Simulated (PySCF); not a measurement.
Ge(H)2(Br)(OH) (BrGeH₃O), SMILES [OH][GeH2][Br]. Atoms are numbered in the order given.

```xyz
6

Ge     0.2920    -0.9344    -0.0031
O      1.9751    -0.6962    -0.4871
Br    -0.7846     1.1112     0.1032
H     -0.3348    -1.7630    -1.1232
H      0.1888    -1.5438     1.4037
H      2.4648    -0.1145     0.1051
```

Geometry: PBE0-D3(BJ)/def2-SVP. The values are those of a single conformer.

The numbers are results of HF/def2-TZVPD run with PySCF, not measurements.

Mulliken values depend strongly on the basis, most of all with diffuse functions as here. Atomic charges (e):

```json
[
 {"atom": "Ge1", "Mulliken": "0.57", "IAO": "1.07"},
 {"atom": "O2", "Mulliken": "-0.65", "IAO": "-0.83"},
 {"atom": "Br3", "Mulliken": "-0.42", "IAO": "-0.33"},
 {"atom": "H4", "Mulliken": "0.10", "IAO": "-0.13"},
 {"atom": "H5", "Mulliken": "0.07", "IAO": "-0.15"},
 {"atom": "H6", "Mulliken": "0.33", "IAO": "0.37"}
]
```
